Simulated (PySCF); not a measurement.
# N⁺: ionisation energy

N⁺ [He] 2s2 2p2 (3P) → N²⁺ [He] 2s2 2p1 (2P), as a difference of total energies. All numbers are calculated (PySCF 2.14, no relativity, point nucleus, in 6-31G* (3s2p1d, 14 functions)). Correlated levels: valence: 1s2 frozen. The calculations carry no spin-orbit coupling.

```csv
method,ionisation energy (eV),difference from reference (eV)
UHF,29.292,-0.309
TPSS,29.926,+0.325
M06-L,29.909,+0.308
MP2 (valence),29.506,-0.095
SCS-MP2 (valence),29.403,-0.198
CCSD (valence),29.321,-0.280
CCSD(T) (valence),29.327,-0.274
```

Reference: 29.601 eV (semi-empirical (NIST evaluation); NIST Atomic Spectra Database, ionization energies).

Errors of the correlated levels include the incompleteness of this basis and the frozen core.
